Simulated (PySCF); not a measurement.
# What a mistake does to a calculation on Al2H4NSi cation

These are calculations, not measurements. The program is PySCF 2.14.0, an open-source quantum chemistry code, run on an isolated molecule that a program drew, which may never have been made. The molecule is Al2H4NSi cation (charge +1, singlet), drawn as the SMILES string `[AlH2][Al]=[N][SiH2+]`.

Each row is a Hartree-Fock (HF) and frozen-core CCSD(T) single point in the cc-pV(D+d)Z basis, meant for a local HF minimum. Run 1 is clean. Each other run has one planted mistake out of seven kinds, and not every kind appears here: one electron removed, one electron added, multiplicity raised by two, geometry at a saddle point, minimal basis STO-3G, one bond length entered in bohr, all coordinates scaled. The reference is restricted for singlets and unrestricted otherwise, and also for a bond in bohr. Adding or removing an electron swaps singlet and doublet. Electrons count all cores. HOMO and LUMO are orbital energies over both spins, the gradient is its largest component, and the lowest frequency (negative if imaginary) is given only where the gradient is small. Bond lengths are over the 7 bonds as drawn. T1 is the CCSD diagnostic: over 0.02 (restricted) or 0.045 (unrestricted) a single reference is doubtful.

Geometry of the clean run:
```xyz
8
Al2H4NSi cation, angstrom
Al   -0.8311   -2.7520   -1.4392
Al   -0.5352   -1.1998    0.7099
N    -0.3463   -0.2206    2.0669
Si   -0.1652    0.6986    3.3458
H    -1.8982   -3.8748   -1.2607
H     0.0970   -2.3607   -2.6295
H    -0.9903    1.8833    3.5957
H     0.8412    0.4349    4.3776
```

```
run,electrons,basis functions,<S^2>,HOMO (eV),LUMO (eV),gradient (hartree/bohr),lowest frequency (cm^-1),mean bond (Å),longest bond (Å),T1,HF (hartree),CCSD(T) (hartree),mistake
1,50,103,0.000,-14.85,-4.06,3.1e-05,30,1.7123,2.667,0.0186,-829.33705,-829.74734,no fault
2,51,103,0.760,-5.06,0.49,4.4e-02,-,1.7123,2.667,0.0200,-829.50407,-829.93394,one electron added
3,50,103,2.003,-11.36,-6.53,1.3e-02,-,1.7123,2.667,0.0258,-829.21814,-829.61341,?
4,50,36,0.000,-11.14,1.79,3.1e-02,-,1.7123,2.667,0.0258,-819.52875,-819.74541,?
```

**Which mistake was planted in run 3, and what did it cost?**

Electrons, basis and geometry are unchanged, and <S^2> is 2.003, beside S(S+1) = 2.00 for a multiplicity of 3. So the mistake is: multiplicity raised by two. Subtracting run 1 and multiplying by 627.51 kcal/mol a hartree, the energy moved by 74.6 kcal/mol in HF and 84.0 kcal/mol in CCSD(T).

**Which mistake was planted in run 4, and what did it cost?**

It has 36 basis functions where the clean run has 103, with the same electrons and geometry. So the mistake is: minimal basis STO-3G. Subtracting run 1 and multiplying by 627.51 kcal/mol a hartree, the energy moved by 6154.8 kcal/mol in HF and 6276.3 kcal/mol in CCSD(T).

Cautions from the logs. Run 4: T1 is over the limit, so its CCSD(T) energy is less reliable.
